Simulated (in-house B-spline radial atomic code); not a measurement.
# Ionising the calcium ion Ca⁺ with different functionals

Computed with a radial B-spline atomic code at the basis-set limit: scalar-relativistic (spin-free X2C) Hamiltonian, Fermi nucleus of rms radius 3.4776 fm, spin-polarised at highest spin, spherical fractional occupations for the functionals, the average over the highest-spin determinants for Hartree-Fock. The ionisation energy is the difference of two self-consistent energies, [Ar] 4s1 → [Ne] 3s2 3p6, without Breit or QED terms; ε is the level of the shell that loses the electron (its least bound occupied spin orbital).

```
           method                    rung  ΔSCF (eV)  -ε(4s) (eV)
     Hartree-Fock            Hartree-Fock      11.36        11.38
    HF fractional            Hartree-Fock      11.36        11.38
         LDA VWN5                     LDA      12.16         9.50
         LDA PW92                     LDA      12.16         9.50
LDA exchange-only                     LDA      11.52         8.90
              PBE                     GGA      12.04         9.34
           PBEsol                     GGA      11.94         9.36
             BLYP                     GGA      12.11         9.27
             RPBE                     GGA      11.98         9.27
             PW91                     GGA      12.08         9.39
             BP86                     GGA      12.05         9.50
             AM05                     GGA      11.92         9.35
             OLYP                     GGA      11.87         9.10
             TPSS                meta-GGA          ?            ?
             SCAN                meta-GGA      11.75         9.46
           r2SCAN                meta-GGA      11.72         9.43
          revTPSS                meta-GGA          ?            ?
             PBE0           global hybrid      11.92         9.95
            B3LYP           global hybrid      12.15         9.90
            TPSSh           global hybrid      11.74         9.49
        BHandHLYP           global hybrid      11.94        10.49
          r2SCAN0           global hybrid      11.75        10.03
            B97-1           global hybrid      11.69         9.63
            HSE06  range-separated hybrid      11.94         9.61
            wB97X  range-separated hybrid      11.46        11.45
        CAM-B3LYP  range-separated hybrid      12.09        10.97
          LC-wPBE  range-separated hybrid      11.73        11.78
```

What does TPSS give?

ΔSCF 11.76 eV, and -ε(4s) = 9.24 eV.

What does revTPSS give?

ΔSCF 11.69 eV, and -ε(4s) = 9.26 eV.

Among the functionals, which spreads more, the ΔSCF values or the orbital energies?

The orbital energies: ΔSCF values span about 0.71 eV and the orbital energies 2.88 eV; here energy differences depend much less on the functional than eigenvalues do.

How do they compare with the NIST value?

NIST lists 11.872 eV (measured, ground level to ground level). Errors run from -0.51 to +0.29 eV; OLYP is closest (-0.00 eV), but part of that can be cancellation, since the calculations leave out Breit-QED terms. Hartree-Fock also lacks correlation.
